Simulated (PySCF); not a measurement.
Geometry:
| atom | x (Å) | y (Å) | z (Å) |
| --- | --- | --- | --- |
| C1 | 2.205 | 1.259 | -0.516 |
| O2 | 1.453 | 0.472 | 0.404 |
| C3 | 1.384 | -0.831 | 0.166 |
| F4 | 2.556 | -1.416 | -0.189 |
| C5 | 0.321 | -1.617 | 0.313 |
| O6 | -0.940 | -1.151 | 0.628 |
| C7 | -1.444 | -0.109 | -0.069 |
| C8 | -2.800 | 0.259 | 0.463 |
| O9 | -0.885 | 0.412 | -0.993 |
| H10 | 2.205 | 2.265 | -0.106 |
| H11 | 3.228 | 0.888 | -0.605 |
| H12 | 1.716 | 1.255 | -1.493 |
| H13 | 0.391 | -2.688 | 0.224 |
| H14 | -2.787 | 0.252 | 1.549 |
| H15 | -3.085 | 1.237 | 0.089 |
| H16 | -3.524 | -0.479 | 0.124 |

Method: NMR shieldings at PBE0/pcSseg-1/GIAO, geometry: GFN2-xTB, in PySCF 2.14 (no solvent model, rapidly exchanging positions averaged, no relativistic terms, one conformer).

δ = σ(ref) − σ, references computed at the same level: ¹³C (σ = 186.93 ppm) and ¹H (σ = 31.72 ppm) vs TMS; ¹⁷O (σ = 336.08 ppm) against H2O; CFCl3 for ¹⁹F (σ = 170.95 ppm).

```tsv
atoms	nucleus	count	δ (ppm)
O2	¹⁷O	1	105.3
H14/H15/H16	¹H	3	?
O6	¹⁷O	1	?
C7	¹³C	1	172.0
C1	¹³C	1	55.7
H13	¹H	1	5.98
C5	¹³C	1	?
H10/H11/H12	¹H	3	3.98
C3	¹³C	1	168.6
O9	¹⁷O	1	?
F4	¹⁹F	1	-128.4
C8	¹³C	1	23.0
```

Fill in the missing shifts.

## Answers


- C5: 109.7 ppm, alkene carbon bearing oxygen; the olefinic region
- H14/H15/H16: 2.15 ppm, hydrogen on a methyl carbon α to a carbonyl; α to C=O
- O9: 453.0 ppm, ester carbonyl oxygen
- O6: 210.8 ppm, ester alkoxy oxygen

Shifts are as computed. Against solution values, carbons near 30 ppm lie about +3 ppm off and those near 130 ppm about +5 ppm. Of 1211 compounds with measured shifts, 218 miss one by over three times the rms of a fit or turn the order of signals round; such compounds aren't used in these exercises. Unscaled 19F shifts against computed CFCl3 carry errors that often reach 10 to 50 ppm. Unscaled 17O shifts of doubly bonded oxygen tend to come out too high, by tens of ppm or more. Experimental scales use liquid or dissolved standards, which lie at an offset from isolated H2O (liquid H2O: subtract about 36 ppm).
